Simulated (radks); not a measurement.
The numbers below are computed, except where a source is named.
Problem. The tin ion Sn21+, [Ar] 3d10 4s1. Level of theory: non-relativistic Kohn-Sham, exchange-only LDA, spin-polarised, spherical densities, point nucleus (a radial shooting solver on a logarithmic mesh with Libxc functionals). Every spin shell is full or empty, so the densities are truly spherical. Functionals are evaluated on that one density, not self-consistently. Rank these orbital-free kinetic functionals by their error against the exact value of the orbitals, and give that value: Thomas-Fermi, von Weizsacker, TF + vW/9, APBEK, Perdew 92, Thakkar, Pearson, PG1, DePristo-Kress.

Solution. Exact: 5826.65 hartree. From best to worst, with 100 (|E| - |E exact|)/|E exact| (equal figures are ties): DePristo-Kress +0.02, APBEK +0.23, Thakkar -0.43, Perdew 92 -0.55, TF + vW/9 -0.56, Pearson -0.89, Thomas-Fermi -5.35, PG1 +16.07, von Weizsacker -56.82.
